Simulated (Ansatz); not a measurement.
Compare A (`CO[SiH](N)N`) with its isomer B (`NC(O)N[SiH3]`).

Computed with Ansatz on PBE0-D4/def2-TZVP structures; ΔE is electronic, products minus reactants. CBS: MP2 limit from def2 TZ/QZ plus the TZ coupled-cluster correction, frozen cores. Functionals use def2-TZVPP. B3LYP here is the variant with VWN-RPA as its local correlation; programs differ in this. One conformer a species, not always the lowest.

(1) Which is lower in electronic energy at CCSD(T)/CBS, and by how much? (An estimate is asked.)

(2) Give E(B) − E(A) in kJ/mol with B3LYP-D4, B3LYP, PBE0-D4, MP2/def2-TZVPP, CCSD(T)/def2-TZVPP, ωB97M-V, r2SCAN-D4. (Estimate.)

Largest T1 diagnostic: 0.011.

Results:

(1) Ansatz gave: A, by 261.1 kJ/mol.

(2) Computed: B3LYP-D4 258.6, B3LYP 257.4, PBE0-D4 245.7, MP2/def2-TZVPP 262.9, CCSD(T)/def2-TZVPP 253.5, ωB97M-V 256.8, r2SCAN-D4 257.0. None reverses the order clearly.

From PBE to PBE0 (25 % exact exchange), in def2-TZVPP and without D4, E(B) − E(A) moves by +7.6 kJ/mol. In def2-TZVPP, CCSD(T) changes the Hartree–Fock value by −13.3 kJ/mol (the triples alone add −3.3 kJ/mol) and MP2 by −3.9 kJ/mol.
